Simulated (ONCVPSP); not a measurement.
## Cutoff test, Ru, ONCV

| Item | Value |
| --- | --- |
| Element | ruthenium (Ru) |
| Generator | ONCVPSP 4.0.1 |
| Type | optimised norm-conserving Vanderbilt (ONCV) |
| Functional | PBEsol |
| Relativity | fully relativistic |
| Frozen core | [Ar] 3d10 |
| Valence charge | 16 |
| Reference configuration | 4s2 4p6 4d6 5s2 |
| Partial waves | 4s+5s: rc 1.75 bohr, ncon 4, nbas 8, qcut 8.8 1/bohr, 2 projectors; 4p: rc 1.55 bohr, ncon 4, nbas 9, qcut 8.6 1/bohr, 3 projectors, debl 3.4 Ha; 4d: rc 1.45 bohr, ncon 4, nbas 8, qcut 6.5 1/bohr, 1 projector |
| Local potential | polynomial inside 1.45 bohr (lpopt 5, dvloc0 -1 Ha) |
| Core correction | none |

Open shells are filled in proportion to 2j + 1.

Question: For each optimised wave give the share of its norm inside rc, the residual kinetic energy above qcut (Ha) and the cutoffs (Ha) for errors of 10, 1, 0.1 and 0.01 mHa per electron.

Answer:

```csv
wave,norm inside rc,residual KE,10 mHa,1 mHa,0.1 mHa,0.01 mHa
4s,0.967,2.6e-08,16.7,22.4,26.9,30.6
5s,0.072,2.3e-08,12.8,20.3,25.9,30.3
4p j=3/2,0.855,1.7e-06,10.9,22.3,29.0,33.5
p projector 2 j=3/2,0.071,4.7e-06,10.4,21.7,29.8,35.1
p projector 3 j=3/2,0.096,4.6e-05,12.6,28.4,35.0,50.7
4p j=1/2,0.873,1.4e-06,11.4,19.3,28.5,33.2
p projector 2 j=1/2,0.074,4.7e-06,10.9,18.0,29.5,35.1
p projector 3 j=1/2,0.100,4.6e-05,13.0,27.8,35.0,51.2
4d j=5/2,0.491,2.2e-03,17.6,24.2,97.5,115.5
4d j=3/2,0.502,2.4e-03,17.8,27.6,98.8,116.2
```

The occupied waves need 28 Ha and 99 Ha for 1 and 0.1 mHa.
